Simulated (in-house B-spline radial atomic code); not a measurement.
The numbers below are computed, except where a source is named.
**Weak and strong correlation along the adiabatic connection**

Two-electron singlets in several external potentials (atomic units), by full CI in B-splines with partial waves to l = 8 (correlation energies up to 0.6 % small). The repulsion is scaled by λ at fixed density; W(λ) is the mean repulsion less the Hartree energy, W(0) = E_x, and the area under W from 0 to 1 is E_xc.

Relative drop (W(λ) − E_x)/E_x:

| system | λ = 0.12 | λ = 0.25 | λ = 0.4 | λ = 0.6 | λ = 0.8 | λ = 1 |
| --- | --- | --- | --- | --- | --- | --- |
| −V exp(−r²/w²), V = 7.08, w = 8.08 | 0.0236 | 0.0462 | 0.0692 | 0.0954 | 0.1175 | 0.1364 |
| −Z/r, Z = 0.5, wall at 8 bohr | 0.0407 | 0.0758 | 0.1081 | 0.1416 | 0.1674 | 0.1880 |
| ω²r²/2, ω = 0.263 | 0.0313 | 0.0602 | 0.0882 | 0.1188 | 0.1435 | 0.1638 |
| −Z/r, Z = 7.27, wall at 2.3 bohr | 0.0026 | 0.0053 | 0.0085 | 0.0126 | 0.0166 | 0.0205 |
| −Z exp(−kr)/r, Z = 3.28, k = 0.886 | 0.0068 | 0.0138 | 0.0217 | 0.0317 | 0.0413 | 0.0503 |
| −Z/r, Z = 1.45 | 0.0170 | 0.0340 | 0.0519 | 0.0733 | 0.0923 | 0.1092 |
| −V exp(−r²/w²), V = 8.15, w = 2.28 | 0.0123 | 0.0248 | 0.0383 | 0.0549 | 0.0700 | 0.0837 |

Problem. Order the systems by how far second-order (GL2) theory, half the initial slope (estimated from the first points of each curve), overshoots the correlation energy, least first.
A. ω²r²/2, ω = 0.263
B. −Z/r, Z = 1.45
C. −V exp(−r²/w²), V = 8.15, w = 2.28
D. −V exp(−r²/w²), V = 7.08, w = 8.08
E. −Z/r, Z = 0.5, wall at 8 bohr
F. −Z/r, Z = 7.27, wall at 2.3 bohr
G. −Z exp(−kr)/r, Z = 3.28, k = 0.886

Solution. F (GL2/E_c = 1.04), G (GL2/E_c = 1.09), C (GL2/E_c = 1.17), B (GL2/E_c = 1.23), D (GL2/E_c = 1.33), A (GL2/E_c = 1.45), E (GL2/E_c = 1.64).

Problem. What else changes along this order?

Solution. The ratio follows the bend of the curve. With it the leading natural occupation goes from 1.999 to 1.876 and −T_c/E_c from 0.97 to 0.62 between the first and the last.
